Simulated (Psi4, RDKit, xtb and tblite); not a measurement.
Conformational energy of SMILES O[SiH2][SiH2]S (H6OSSi2). Scanned: dihedral H5–O1–Si2–Si3 and dihedral O1–Si2–Si3–S4; all other coordinates were relaxed at GFN2-xTB. GFN2-xTB can order the conformers of Si and Ge chains otherwise than DFT does. Points at φ and −φ are mirror images. Heavy atoms are numbered in the order of the SMILES O[SiH2][SiH2]S, hydrogens after them in the order of the atoms that carry them; the mirror image has the same energies with the sign of each dihedral reversed.

- GFN2-xTB (xtb and tblite)
- MMFF94 // GFN2-xTB (RDKit)
- PBE/def2-SVP // GFN2-xTB (Psi4)
- PBE-D3(BJ)/def2-SVP // GFN2-xTB (Psi4)
- UFF // GFN2-xTB (RDKit)

Energies in kJ/mol at chosen points (x: dihedral H5–O1–Si2–Si3 (°); y: dihedral O1–Si2–Si3–S4 (°)), relative to x = -150, y = 60:

| method | (0, 30) | (90, 90) | (90, -60) | (-60, 0) | (120, 0) | (-150, 180) | (-30, -60) |
|---|---|---|---|---|---|---|---|
| GFN2-xTB | 1.9 | 2.3 | 1.7 | 1.5 | 3.8 | -8.5 | 3.2 |
| MMFF94 | -2.4 | 4.2 | -4.6 | 3.5 | 1.6 | 8.8 | 3.9 |
| PBE/def2-SVP | 8.2 | 8.8 | 8.2 | 1.7 | 4.1 | 11.6 | 4.7 |
| PBE-D3(BJ)/def2-SVP | 7.9 | 9.1 | 8.5 | 1.3 | 3.7 | 12.1 | 4.7 |
| UFF | 7.1 | 6.7 | 2.1 | 9.2 | 6.4 | 5.2 | 9.2 |

MMFF94 has few fitted parameters for silicon.
